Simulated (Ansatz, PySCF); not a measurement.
Gas-phase reaction (SMILES): CB(C)O + H+ → CB(C)[OH2+]; protonation at O, whose ΔH is minus the proton affinity.

Each molecule is optimised on its own at B3LYP-D3(BJ)/def2-TZVP (Ansatz, a quantum-chemistry and plane-wave program), one conformer each, not searched for the lowest. Cores are frozen in the correlated levels unless marked. Spin-orbit coupling is left out. Non-relativistic. Basis-set limits of correlation are two-point, X^-3; Hartree-Fock from the larger set. [CCSD(T)-MP2]/basis is that difference in the basis named. Thermal terms are rigid-rotor harmonic-oscillator values from B3LYP-D3(BJ) frequencies (Ansatz or PySCF) at 298.15 K and 1 atm. 1 Eh = 627.5095 kcal/mol. The proton has no electrons: its energy is zero and its thermal terms are those of translation.

| species | E, RI-MP2/CBS(cc-pVTZ,cc-pVQZ)+[CCSD(T)-MP2]/cc-pVTZ (Ansatz) (Eh) | E, PBE-D3(BJ)/def2-TZVPD (Ansatz + dftd3) (Eh) | H - E (Eh) | G - E (Eh) |
|---|---|---|---|---|
| CB(C)O | -180.36008 | -180.40566 | 0.09892 | 0.06308 |
| H+ | 0.00000 | 0.00000 | 0.00236 | -0.01000 |
| CB(C)[OH2+] | -180.65771 | -180.70362 | 0.11043 | 0.07412 |

Problem. Work out ΔE and ΔH, ΔG, ΔS and the equilibrium constant at 298.15 K at the first level, then ΔH at the second.

Solution. 
1. ΔE = [(-180.65771)] - [(-180.36008) + (0.00000)] = -0.29763 Eh = -186.8 kcal/mol at RI-MP2/CBS(cc-pVTZ,cc-pVQZ)+[CCSD(T)-MP2]/cc-pVTZ.
2. The terms H - E add up to 0.00915 Eh, so ΔH = (-0.29763 + (0.00915))×627.5095 = -181.0 kcal/mol.
3. The terms G - E add up to 0.02104 Eh, so ΔG = -173.6 kcal/mol, and ΔS = (0.00915 - (0.02104))×627509.5/298.15 = -25.0 cal/(mol K).
4. log10 K = -ΔG/(RT ln 10) = 127.3, with RT ln 10 = 1.3642 kcal/mol.
5. At PBE-D3(BJ)/def2-TZVPD the same steps give ΔE = -187.0 and ΔH = -181.2 kcal/mol, a shift of -0.2 from the first level.
6. These values are not checked against measurement here, since the tables used lack a sound gas-phase enthalpy of formation for at least one species, or one in the same ion convention.
